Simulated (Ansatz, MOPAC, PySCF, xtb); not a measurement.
Complex: NH3 (SMILES N) (first 4 atoms) with C2H6O (SMILES CCO); geometry from B3LYP-D3(BJ)/def2-TZVP, rigid monomers moved along the line of their centres of mass till N1···H13 is 2.23 Å.
(charge 0, multiplicity 1):
```csv
atom,x (Å),y (Å),z (Å)
N,0.0276,-0.0664,0.4609
H,-0.9204,-0.3453,0.2349
H,0.2749,0.7025,-0.1520
H,0.6387,-0.8444,0.2399
C,-0.1261,-1.2460,4.5164
C,-0.5082,0.2181,4.3398
O,0.3759,0.9182,3.4864
H,-0.7982,-1.7441,5.2205
H,0.8949,-1.3285,4.8932
H,-0.1798,-1.7792,3.5639
H,-1.5438,0.2890,3.9767
H,-0.4747,0.7290,5.3049
H,0.2694,0.5681,2.5805
```

Monomers are frozen at their geometry in the pair; levels with a basis set take the counterpoise correction. Rows marked so take none.

Rows in STO-3G carry no dispersion term and start afresh at each structure. The state reached by PM3 isn't checked.

Codes used: Ansatz (Gaussian orbitals); MOPAC for PM3 (differences of heats of formation); PySCF for STO-3G rows; xtb for the GFN methods. Each number belongs to the level named beside it.

One of these levels gives -212.6 meV for the interaction energy. Which one is it?
(A) HF/STO-3G (no counterpoise)
(B) GFN-FF
(C) PM3
(D) r2SCAN/def2-TZVPPD

A, HF/STO-3G (no counterpoise). The others give -335.2 (GFN-FF), -60.9 (PM3), -261.0 (r2SCAN/def2-TZVPPD)

Ansatz is an electronic-structure program.
